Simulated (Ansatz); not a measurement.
Reaction: Si2H3 (SMILES [Si][SiH3], doublet) → Si2H3 (SMILES [SiH][SiH2], doublet)
Each species at its own B3LYP-D3(BJ)/def2-TZVP minimum (Ansatz, a quantum-chemistry and plane-wave program).

Wanted: isomerisation energy (electronic), in kcal/mol. UHF or UKS for unpaired electrons; spin-orbit terms are left out. CBS(X,Y): correlation extrapolated as X^-3, Hartree-Fock from the larger set. A bracket is a step between two methods taken in the basis named. Functionals run without relativity, which enters their misses. '+ core + X2C': CCSD(T) terms for core correlation (cc-pwCVTZ, 1s frozen past Ne) and scalar relativity (cc-pVTZ-DK). The UHF reference of H3Si2 ([Si][SiH3], doublet) is spin-contaminated (<S^2> up to 0.28 over the pure value in the sets run). The UHF reference of H3Si2 ([SiH][SiH2], doublet) is spin-contaminated (<S^2> up to 0.19 over the pure value in the sets run).

CCSD(T)/CBS(cc-pV(T+d)Z,cc-pV(Q+d)Z) + [CCSDT(Q) - CCSD(T)]/cc-pV(T+d)Z + core + X2C (Ansatz) gives 0.2 kcal/mol.

Problem. How far off this value is PBE/def2-TZVPD (Ansatz), in which direction, and how far these levels: r2SCAN/def2-TZVPD, B3LYP/def2-TZVPD, PBE0/def2-TZVPD, wB97M-V/def2-TZVPD, CCSD(T)/CBS(cc-pV(T+d)Z,cc-pV(Q+d)Z) + core + X2C?

Solution. PBE gives -3.0 kcal/mol, 3.2 kcal/mol below it. Differences of the others: r2SCAN/def2-TZVPD (Ansatz) -3.2; B3LYP/def2-TZVPD (Ansatz) -0.8; PBE0/def2-TZVPD (Ansatz) -1.5; wB97M-V/def2-TZVPD (Ansatz) -0.8; CCSD(T)/CBS(cc-pV(T+d)Z,cc-pV(Q+d)Z) + core + X2C (Ansatz) 0.2 kcal/mol.
